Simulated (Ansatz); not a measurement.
Stepwise reaction of `[CH3][Nb]([CH3])(=[O])[OH]` with water, as a gas-phase model of exchange steps in deposition or etching. ΔE in kJ/mol; ΔG adds harmonic PBE0-D4 terms to CCSD(T)/CBS, at 1 bar.

Calculated with Ansatz (gas phase, PBE0-D4/def2-TZVP geometries, no zero-point term in ΔE). CBS: MP2 limit from def2 TZ/QZ plus the TZ coupled-cluster correction, frozen cores. This one scheme is used for every species. Functionals use def2-TZVPP. B3LYP here is the variant with VWN-RPA as its local correlation; programs differ in this. Elements past krypton have def2 core potentials. For Nb outer-core shells are correlated without core-valence functions, which leaves a few kJ/mol of doubt a bond. One conformer a species, not always the lowest.

| step | reaction | PBE-D4 | B3LYP-D4 | ωB97M-V | CCSD(T)/CBS | ΔG(500 K) |
| --- | --- | --- | --- | --- | --- | --- |
| 1 | `[CH3][Nb]([CH3])(=[O])[OH]` + H₂O → `[CH3][Nb](=[O])([OH])[OH]` + CH₄ | -180.4 | -186.4 | -181.8 | -175.0 | -150.4 |

Question: Give the row of step 2, `[CH3][Nb](=[O])([OH])[OH]` + H₂O → `[O]=[Nb]([OH])([OH])[OH]` + CH₄. (An estimate is asked.)

Answer: The calculation gave: 
| step | reaction | PBE-D4 | B3LYP-D4 | ωB97M-V | CCSD(T)/CBS | ΔG(500 K) |
| --- | --- | --- | --- | --- | --- | --- |
| 2 | `[CH3][Nb](=[O])([OH])[OH]` + H₂O → `[O]=[Nb]([OH])([OH])[OH]` + CH₄ | -147.2 | -153.1 | -149.0 | -141.2 | -126.2 |

Question: By hand: ΔE of the 2 steps together at CCSD(T)/CBS.

Answer: (-175.0) + (-141.2) = -316.2 kJ/mol, or -158.1 kJ/mol a step.

In ΔE each step is higher than the one before. All are downhill at CCSD(T)/CBS. ΔG lies between -150.4 and -126.2 kJ/mol a step. PBE-D4 differs from CCSD(T)/CBS by -6.0 to -5.4 kJ/mol a step. Isolated molecules leave out the surface, adducts and barriers. Largest T1 diagnostic: 0.022.
